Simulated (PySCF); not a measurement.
CBCl2NO, SMILES C(=O)=NB(Cl)Cl. Geometry optimised at PBE-D3(BJ)/def2-SVP. The structure was generated by enumeration, and PubChem lists no compound with its InChIKey, so it may never have been made. Other conformers were not sampled.

Q: Give the equilibrium geometry at PBE-D3(BJ)/def2-SVP (PySCF confirms it by a frequency run) as Cartesian coordinates in Å, and its point group. (The exact figures need the calculation; the answer reports its results.)

A: One answer among several that fit: point group C2v.
```xyz
6

B      0.0000     0.0000     0.4285
Cl     0.0000     1.5226     1.3160
Cl     0.0000    -1.5226     1.3160
N      0.0000     0.0000    -0.9777
C      0.0000     0.0000    -2.1869
O      0.0000     0.0000    -3.3651
```
Charge 0, spin multiplicity 1.
